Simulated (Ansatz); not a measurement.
`[Cl][Zn][Cl]` and `[SiH3][Zn][Cl]` differ in one atom or group.

Ansatz, PBE0-D4/def2-TZVP geometries, multiplicity 1. 

Scalar relativity is left out up to krypton.

```
                                          property  `[Cl][Zn][Cl]`
               HOMO energy (B3LYP/def2-TZVPP) / eV           -8.86
                 HOMO energy (PBE/def2-TZVPP) / eV           -7.75
    size of the dipole moment (PBE/def2-TZVPP) / D            0.00
size of the dipole moment (ωB97M-V/def2-TZVPP) / D            0.00
               HOMO–LUMO gap (PBE/def2-TZVPP) / eV            5.18
    zero-point energy (PBE0-D4/def2-TZVP) / kJ/mol             6.4
```

Problem. What does the change do to each property? (Estimate.)

Solution. The calculation gave: 
| property | `[SiH3][Zn][Cl]` | shift |
| --- | --- | --- |
| HOMO energy (B3LYP/def2-TZVPP) / eV | -8.08 | 0.78 |
| HOMO energy (PBE/def2-TZVPP) / eV | -7.26 | 0.49 |
| size of the dipole moment (PBE/def2-TZVPP) / D | 2.04 | 2.04 |
| size of the dipole moment (ωB97M-V/def2-TZVPP) / D | 2.04 | 2.04 |
| HOMO–LUMO gap (PBE/def2-TZVPP) / eV | 5.44 | 0.26 |
| zero-point energy (PBE0-D4/def2-TZVP) / kJ/mol | 67.2 | 60.8 |

With PBE0 the HOMO rises by 0.87 eV and the LUMO rises by 0.55 eV, so the gap narrows by about 0.32 eV. PBE moves the HOMO by 0.49 eV and ωB97M-V by 1.11 eV. The zero-point energy changes by 60.8 kJ/mol with +8 modes.

B3LYP here is the variant with VWN-RPA as its local correlation; programs differ in this.
